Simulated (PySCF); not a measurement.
CH₃O₂ (SMILES OC=[OH+]), charge +1, singlet, geometry from GFN2-xTB; DF-PBE/def2-QZVPPD (PySCF).

PySCF was given this input:
```python
from pyscf import gto, scf, dft

mol = gto.M(
    atom='''
O    -1.05434669   -0.40745506   -0.12561844
C    -0.10444344    0.40406092   -0.04683357
O     1.11194808    0.18461227    0.15144752
H    -0.91558100   -1.37692343   -0.02991756
H    -0.37817902    1.46306326   -0.16957957
H     1.45960960   -0.72776304    0.27386588
''',
    basis='def2-qzvppd',
    charge=1,
    verbose=4,
    max_memory=1800,
)

mf = dft.RKS(mol)
mf.xc = 'pbe'
mf = mf.density_fit(auxbasis='def2-universal-jkfit')
mf.kernel()
```

Predict the main parts of the log of this PySCF run.


```
PySCF version 2.14.0

[INPUT] verbose = 4
[INPUT] num. atoms = 6
[INPUT] num. electrons = 24
[INPUT] charge = 1
[INPUT] spin (= nelec alpha-beta = 2S) = 0
[INPUT] symmetry False subgroup None
[INPUT] Mole.unit = angstrom
[INPUT] Symbol           X                Y                Z      unit          X                Y                Z       unit  Magmom
[INPUT]  1 O     -1.054346690000  -0.407455060000  -0.125618440000 AA   -1.992426484442  -0.769978471468  -0.237384447795 Bohr   0.0
[INPUT]  2 C     -0.104443440000   0.404060920000  -0.046833570000 AA   -0.197369497107   0.763564476440  -0.088502620736 Bohr   0.0
[INPUT]  3 O      1.111948080000   0.184612270000   0.151447520000 AA    2.101277335936   0.348866629534   0.286194335045 Bohr   0.0
[INPUT]  4 H     -0.915581000000  -1.376923430000  -0.029917560000 AA   -1.730197334855  -2.602008177197  -0.056535994715 Bohr   0.0
[INPUT]  5 H     -0.378179020000   1.463063260000  -0.169579570000 AA   -0.714654773856   2.764788864313  -0.320458943622 Bohr   0.0
[INPUT]  6 H      1.459609600000  -0.727763040000   0.273865880000 AA    2.758262392786  -1.375272829181   0.517531508063 Bohr   0.0

nuclear repulsion = 78.4173258342373
number of shells = 92
number of NR pGTOs = 363
number of NR cGTOs = 294
basis = def2-qzvppd
ecp = {}

******** <class 'pyscf.df.df_jk.DFRKS'> ********
method = DFRKS
initial guess = minao
damping factor = 0
level_shift factor = 0
DIIS = <class 'pyscf.scf.diis.CDIIS'>
diis_start_cycle = 1
diis_space = 8
diis_damp = 0
SCF conv_tol = 1e-09
SCF conv_tol_grad = None
SCF max_cycles = 50
direct_scf = False
XC library pyscf.dft.libxc version 7.1.2
    S. Lehtola, C. Steigemann, M. J. T. Oliveira, and M. A. L. Marques,  SoftwareX 7, 1–5 (2018)
XC functionals = pbe
    J. P. Perdew, K. Burke, and M. Ernzerhof,  Phys. Rev. Lett. 77, 3865 (1996)
    J. P. Perdew, K. Burke, and M. Ernzerhof,  Phys. Rev. Lett. 78, 1396 (1997)
    J. P. Perdew, K. Burke, and M. Ernzerhof,  Phys. Rev. Lett. 77, 3865 (1996)
    J. P. Perdew, K. Burke, and M. Ernzerhof,  Phys. Rev. Lett. 78, 1396 (1997)
radial grids:
    Treutler-Ahlrichs [JCP 102, 346 (1995); DOI:10.1063/1.469408] (M4) radial grids

becke partition: Becke, JCP 88, 2547 (1988); DOI:10.1063/1.454033
pruning grids: <function nwchem_prune>
grids dens level: 3
symmetrized grids: False
atomic radii adjust function: <function treutler_atomic_radii_adjust>
small_rho_cutoff = 0
Set gradient conv threshold to 3.16228e-05
Initial guess from minao.
tot grids = 71712
init E= -190.729343378501
  HOMO = -0.416215382668334  LUMO = -0.101639392430148  gap/eV = 8.56005
cycle= 1 E= -189.837592720861  delta_E= 0.892  |g|=  0.8  |ddm|= 1.46
  HOMO = -0.503750376403479  LUMO = -0.326958255768215  gap/eV = 4.81076
cycle= 2 E= -189.547603516941  delta_E= 0.29  |g|= 1.52  |ddm|= 0.871
  HOMO = -0.610300390914554  LUMO = -0.334908852391262  gap/eV = 7.49379
cycle= 3 E= -189.94150137626  delta_E= -0.394  |g|= 0.11  |ddm|= 0.557
  HOMO = -0.606925530678928  LUMO = -0.344402207689363  gap/eV = 7.14362
cycle= 4 E= -189.943929983517  delta_E= -0.00243  |g|= 0.035  |ddm|= 0.0831
  HOMO = -0.601800726976523  LUMO = -0.337657714177706  gap/eV = 7.18770
cycle= 5 E= -189.944185643905  delta_E= -0.000256  |g|= 0.0101  |ddm|= 0.0232
  HOMO = -0.603199108798218  LUMO = -0.3390866846078  gap/eV = 7.18687
cycle= 6 E= -189.944204988619  delta_E= -1.93e-05  |g|= 0.000965  |ddm|= 0.00562
  HOMO = -0.603223001737448  LUMO = -0.339047940661647  gap/eV = 7.18857
cycle= 7 E= -189.944205158864  delta_E= -1.7e-07  |g|= 0.000119  |ddm|= 0.000545
  HOMO = -0.603234652488828  LUMO = -0.339055543910483  gap/eV = 7.18868
cycle= 8 E= -189.944205160418  delta_E= -1.55e-09  |g|= 7.22e-05  |ddm|= 8.29e-05
  HOMO = -0.603232937904681  LUMO = -0.339053844053424  gap/eV = 7.18868
cycle= 9 E= -189.944205161094  delta_E= -6.76e-10  |g|= 3.91e-05  |ddm|= 3.98e-05
  HOMO = -0.60323092903372  LUMO = -0.339051928192497  gap/eV = 7.18868
cycle= 10 E= -189.944205161374  delta_E= -2.8e-10  |g|= 1.45e-06  |ddm|= 1.58e-05
  HOMO = -0.603230847269816  LUMO = -0.339051958752204  gap/eV = 7.18867
Extra cycle  E= -189.944205161374  delta_E= -1.71e-13  |g|= 1.82e-06  |ddm|= 2.04e-06
converged SCF energy = -189.944205161374
```
